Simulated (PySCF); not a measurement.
[Pb(OCH3)2]2+ at several levels of theory

Computed with PySCF 2.14.0 (density fitting, no spin-orbit coupling) at the geometry relaxed with PBE0:

```xyz
11
[Pb(OCH3)2]2+ (singlet)
Pb    0.0000    0.0000   -0.2856
O     1.7164    0.0750    1.1176
C     3.0432   -0.0194    1.1872
H     3.6014    0.8425    0.7350
H     3.2692    0.2881    2.2784
H     3.4758   -1.0211    1.0285
O    -1.7164   -0.0750    1.1176
C    -3.0432    0.0194    1.1872
H    -3.6014   -0.8425    0.7350
H    -3.2692   -0.2881    2.2784
H    -3.4758    1.0211    1.0285
```

```csv
level,basis,state,HOMO (eV),gap (eV),charge on Pb1 (e),dipole about the centre of mass (D),largest force component (eV/Å)
PBE0,"Pb def2-SVP with ECP60, O def2-SVP, C def2-SVP, H def2-SVP",singlet,-17.20,1.39,1.41,3.47,0.02
PBE0,"Pb def2-TZVP with ECP60, O def2-TZVP, C def2-TZVP, H def2-TZVP",singlet,-17.22,1.39,1.41,3.50,0.46
```

Charges are Mulliken's, which hang on the basis. The relaxation used the grid (50, 194), these runs (75, 302) or, all-electron (x2c bases, spin-free X2C Hamiltonian), (99, 590).

Q: A further run in the first row's basis gives HOMO (eV) -16.54, gap (eV) 0.42, charge on Pb1 (e) 1.35, dipole about the centre of mass (D) 3.69, largest force component (eV/Å) 0.75. Which level was it?
A. TPSS
B. HF

A: A. The others give HOMO -18.58 eV (HF).

In the first row's basis the gap widens with exact exchange: 0.4 eV for TPSS (none); 1.4 eV for PBE0 (a fixed share); 4.9 eV for Hartree–Fock (rising or full at long range).

The gap of the closed shell is small, and it wasn't tested for a lower spin-broken solution at this geometry.

Small gap, closed shell not tested for a spin-broken solution: TPSS, PBE0 (small-core/TZVP).
